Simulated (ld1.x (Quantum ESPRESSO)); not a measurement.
# Reading a pseudo-wave (chromium)

Columns: radius, all-electron u(r) and pseudo u(r) of the 3p shell (level -45.44 eV) of chromium in the configuration [Ne] 3s2 3p6 3d5 4s1 4p0; PBE, scalar-relativistic, TM scheme, ld1.x (Quantum ESPRESSO) 7.5.

```
r (bohr)  all-electron   pseudo
   0.062        0.2836  -0.0174
   0.125        0.5372  -0.0696
   0.188        0.5348  -0.1530
   0.250        0.3505  -0.2599
   0.312        0.0809  -0.3842
   0.375       -0.2095  -0.5198
   0.438       -0.4742  -0.6555
   0.500       -0.6906  -0.7805
   0.562       -0.8572  -0.8896
   0.625       -0.9766  -0.9781
   0.688       -1.0512  -1.0407
   0.750       -1.0876  -1.0759
   0.812       -1.0948  -1.0861
   0.875       -1.0790  -1.0741
   0.938       -1.0460  -1.0440
   1.000       -1.0019  -1.0013
   1.062       -0.9500  -0.9499
   1.125       -0.8926  -0.8926
   1.188       -0.8330  -0.8330
   1.250       -0.7740  -0.7740
   1.312       -0.7158  -0.7158
   1.375       -0.6586  -0.6586
   1.438       -0.6039  -0.6039
   1.500       -0.5529  -0.5529
   1.562       -0.5050  -0.5050
   1.625       -0.4597  -0.4597
```

Q: How many radial nodes do the two functions have?

A: The all-electron 3p function has n − l − 1 = 1; the pseudo-wave has 0, since the states of the same l below it are removed with the core.

Q: At about which radius was the pseudo-wave matched?

A: 1.20 bohr. The columns agree to 0.0005 from 1.06 bohr on; several derivatives are matched, so the curves merge somewhat inside the radius.

Q: Is the pseudo-wave norm-conserving?

A: Yes: the TM scheme keeps the norm inside the radius equal to the all-electron one, which fixes the energy derivative of the logarithmic derivative at the level.
